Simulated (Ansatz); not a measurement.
Geometry optimisation, Ansatz 0.2.0, UKS PBE-D4/STO-3G.

Input file:

```yaml
crystal:
  periodic: [false, false, false]
  atoms:
    - { symbol: B, position_ang: [-0.7923, 0.3016, -1.0975] }
    - { symbol: O, position_ang: [0.6259, 0.6236, -1.1458] }
    - { symbol: C, position_ang: [1.0027, 0.1454, 0.0865] }
    - { symbol: Si, position_ang: [-0.4644, -0.5729, 0.5757] }
    - { symbol: H, position_ang: [-1.7671, 1.0158, -1.4014] }
    - { symbol: H, position_ang: [1.8315, -0.6058, -0.0137] }
    - { symbol: H, position_ang: [1.3602, 0.9805, 0.7744] }
    - { symbol: H, position_ang: [-0.5393, -2.0297, 0.4335] }
    - { symbol: H, position_ang: [-1.1687, 0.0951, 1.7712] }
magnetization:
  spin_polarized: true
basis:
  gaussian: { orbitals: STO-3G }
hamiltonian:
  xc: pbe
  dispersion: d4
relax:
  f_tol: 0.02
  max_steps: 40
```

Launched with:

```bash
$ ansatz run input.yaml --threads 1 --pin off --max-ram 2048MiB --backend cpu --events-out ev --progress --plain --runs-dir out
```

Q: Where does it end, and by what steps?

A: The forces met the threshold. Limits of this set-up: minimal basis. After 7 steps the energy has fallen by 2.106 eV; H5 moved furthest, 0.47 Å.

| step | energy less start (eV) | largest force component (eV/Å) | accepted |
| --- | --- | --- | --- |
| 0 | 0.0000 | 7.533 | yes |
| 1 | -1.5804 | 3.540 | yes |
| 2 | -2.0481 | 0.870 | yes |
| 3 | -1.9473 | 2.382 | no |
| 4 | -2.0960 | 0.158 | yes |
| 5 | -2.1055 | 0.090 | yes |
| 6 | -2.1061 | 0.028 | yes |
| 7 | -2.1061 | 0.003 | yes |

```xyz
9
Properties=species:S:1:pos:R:3
B -0.850 0.481 -1.006
O 0.484 0.847 -1.094
C 1.070 0.142 0.140
Si -0.638 -0.583 0.627
H -1.621 0.855 -1.815
H 1.871 -0.549 -0.207
H 1.534 0.917 0.791
H -0.659 -2.042 0.616
H -1.102 -0.114 1.930
```

Run time: 35 s on 1 CPU thread of a shared host.
